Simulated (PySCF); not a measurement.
SMILES O[Si](O)(O)N[SiH2]Cl, B3LYP/def2-SVP optimised geometry.

```
13

Si    -2.56    -0.89    -2.34
Cl    -3.05    -2.29    -3.83
N     -1.24    -1.60    -1.45
Si    -0.58    -0.94     0.00
O      1.08    -0.94     0.00
O     -0.98    -1.72     1.40
O     -1.29     0.56     0.00
H     -3.78    -0.68    -1.51
H     -2.20     0.37    -3.04
H     -0.90    -2.49    -1.79
H      1.51    -0.60    -0.79
H     -0.25    -2.10     1.90
H     -1.51     0.94     0.86
```

Density from B3LYP/def2-TZVP (PySCF 2.14.0) at that geometry.

Minimum of the electron density along straight lines between bonded atoms, close to the bond critical point (lines longer than 1.1 times the sum of covalent radii, or with two minima, are not listed):

```json
[
 {"bond": "Si1–Cl2", "length / Å": "2.092", "ρ at the minimum / e bohr⁻³": "…", "∇²ρ there / e bohr⁻⁵": "0.18", "position (fraction from the first atom)": "0.36"},
 {"bond": "Si1–N3", "length / Å": "1.743", "ρ at the minimum / e bohr⁻³": "0.129", "∇²ρ there / e bohr⁻⁵": "0.49", "position (fraction from the first atom)": "0.40"},
 {"bond": "N3–Si4", "length / Å": "1.721", "ρ at the minimum / e bohr⁻³": "0.135", "∇²ρ there / e bohr⁻⁵": "…", "position (fraction from the first atom)": "0.60"},
 {"bond": "Si4–O5", "length / Å": "1.660", "ρ at the minimum / e bohr⁻³": "0.137", "∇²ρ there / e bohr⁻⁵": "0.76", "position (fraction from the first atom)": "0.41"},
 {"bond": "Si4–O6", "length / Å": "1.654", "ρ at the minimum / e bohr⁻³": "0.139", "∇²ρ there / e bohr⁻⁵": "0.77", "position (fraction from the first atom)": "0.41"},
 {"bond": "Si4–O7", "length / Å": "1.661", "ρ at the minimum / e bohr⁻³": "0.136", "∇²ρ there / e bohr⁻⁵": "0.75", "position (fraction from the first atom)": "0.41"},
 {"bond": "Si1–H8", "length / Å": "1.484", "ρ at the minimum / e bohr⁻³": "0.126", "∇²ρ there / e bohr⁻⁵": "0.12", "position (fraction from the first atom)": "0.49"},
 {"bond": "Si1–H9", "length / Å": "1.485", "ρ at the minimum / e bohr⁻³": "0.126", "∇²ρ there / e bohr⁻⁵": "0.12", "position (fraction from the first atom)": "0.49"},
 {"bond": "N3–H10", "length / Å": "1.017", "ρ at the minimum / e bohr⁻³": "…", "∇²ρ there / e bohr⁻⁵": "-1.55", "position (fraction from the first atom)": "0.74"},
 {"bond": "O5–H11", "length / Å": "0.964", "ρ at the minimum / e bohr⁻³": "0.352", "∇²ρ there / e bohr⁻⁵": "-2.37", "position (fraction from the first atom)": "0.80"},
 {"bond": "O6–H12", "length / Å": "0.964", "ρ at the minimum / e bohr⁻³": "0.352", "∇²ρ there / e bohr⁻⁵": "-2.38", "position (fraction from the first atom)": "0.81"},
 {"bond": "O7–H13", "length / Å": "0.964", "ρ at the minimum / e bohr⁻³": "0.352", "∇²ρ there / e bohr⁻⁵": "-2.38", "position (fraction from the first atom)": "0.81"}
]
```

Problem. What belongs in the gaps?

Solution. 
- Si1–Cl2, ρ at the minimum / e bohr⁻³: 0.093
- N3–Si4, ∇²ρ there / e bohr⁻⁵: 0.54
- N3–H10, ρ at the minimum / e bohr⁻³: 0.326
